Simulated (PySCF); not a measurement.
Ga(Me)2(NH2) (C2H8GaN), SMILES [CH3][Ga]([CH3])[NH2]. Heavy atoms are numbered as in [Ga:1]([CH3:2])([CH3:6])[NH2:10]. Hydrogens are named by the atom that carries them.

Geometry: B3LYP-D3(BJ)/def2-SVP. The isomer is the one that the SMILES or the coordinates give; other isomers of the formula were not compared. One conformer was computed; it need not be the lowest.

All values below come from HF/pcSseg-1 in PySCF.

GIAO shieldings, no solvent; atoms alike by connectivity are averaged. δ = σ(ref) − σ: ¹³C against TMS (σ = 192.6 ppm); ¹H against TMS (σ = 31.99 ppm); ¹⁵N against NH3 (σ = 267.3 ppm), references at their B3LYP-D3(BJ)/def2-TZVP geometries, non-relativistic.

```
nucleus      atoms  count  δ (ppm)
-------  ---------  -----  -------
¹³C       C2 (CH3)      2     -8.4
¹H        H on N10      2     1.64
¹H         H on C2      6     0.09
¹⁵N      N10 (NH2)      1     38.8
```
